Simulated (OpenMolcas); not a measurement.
## Mo3+: moving or changing the point charges

Mo3+ among 4 point charges of -2.5 e arranged as a tetrahedron (Td), 2.21 Å from the ion.

```yaml
Program: OpenMolcas 26.06
Method: CASSCF
Basis: ANO-RCC-VDZP [6s5p3d1f]
Scalar_Hamiltonian: DKH2, point nucleus
Active_space: 3 electrons in 5 orbitals (4d)
State_averaging: 2S+1 = 4 even, 10 roots; 2S+1 = 2 even, 40 roots
Spin-orbit_coupling: RASSI with atomic mean-field integrals over the reference wave functions
```

Runs around this geometry, states (labels of Td). Energies in cm-1 above the lowest state or level, χT in cm3 K/mol; under a threefold ground state the first gap can be a small split of the lowest multiplet, not the spin-orbit step; 10Dq and B are least-squares fits to the states below 45000 cm-1, weighted by degeneracy, with a free offset, and given where the rms deviation is under 5 % of |10Dq| (or 100 cm-1) and under 700 cm-1; 10Dq is negative for this site.

```csv
R (Å),q (e),Ground state,First state of that spin,10Dq,B (rms of fit),First gap with spin-orbit (degeneracies),χT at 300 K,First state of another spin
2.21,-1.62,4T1,4T2 2275,-2757,784 (67),"385.3 (4, 2)",0.434,2E 11986
2.21,-2.5,4T1,4T2 2813,,,"329.6 (4, 2)",0.502,2E 11241
2.32,-2.5,4T1,4T2 2425,-2856,770 (121),"364.7 (4, 2)",0.458,2E 11742
```

Taking the first state of the same spin as R^-n, n = -ln(2425 / 2813) / ln(2.32 / 2.21) = 3.1 between the shortest and longest distance.

Scaling the charges by -1.62 / -2.5 = 0.65 scales the first state of the same spin by 2275 / 2813 = 0.81; with fixed orbitals a first-order splitting would follow the charge.

An orbital triplet at a regular site is open to Jahn-Teller coupling, which can distort the site and quench the lowest spin-orbit gaps and is left out. Without dynamic correlation the repulsion within the d shell is too large (B by tens of per cent), so at a given field states of lower spin stand too high. Point charges give a weaker field than real ligands, and real ions of this kind are as a rule low spin; the high spin found here belongs to the model. The ground term spreads over less than 5000 cm-1, several times less than with real ligands, so orbital moments are less quenched and χT lies further from the spin-only value than at real sites (holds for R = 2.21, q = -1.62). Point charges carry no covalency, so the field is a model and not that of real ligands. No measured value stands beside these numbers.
